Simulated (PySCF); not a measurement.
F3GeH3Si, SMILES F[Si](F)(F)[GeH3]. Coordinates come from a PBE-D3(BJ)/def2-SVP optimisation. This is a generated structure with no PubChem entry under its InChIKey; it may be hypothetical.

Computed equilibrium geometry at PBE-D3(BJ)/def2-SVP (PySCF confirms it by a frequency run) as bond lengths and angles, and its point group:
point group C3v.
Atoms: F1 Si2 F3 F4 Ge5 H6 H7 H8. Bonds (Å): F1–Si2 1.624, Si2–F3 1.624, Si2–F4 1.624, Si2–Ge5 2.367, Ge5–H6 1.546, Ge5–H7 1.546, Ge5–H8 1.546. Angles (°): F1–Si2–F3 107.1, F1–Si2–F4 107.1, F1–Si2–Ge5 111.7, F3–Si2–F4 107.1, F3–Si2–Ge5 111.7, F4–Si2–Ge5 111.7, Si2–Ge5–H6 109.1, Si2–Ge5–H7 109.1, Si2–Ge5–H8 109.1, H6–Ge5–H7 109.8, H6–Ge5–H8 109.8, H7–Ge5–H8 109.8.
Charge 0, spin multiplicity 1.
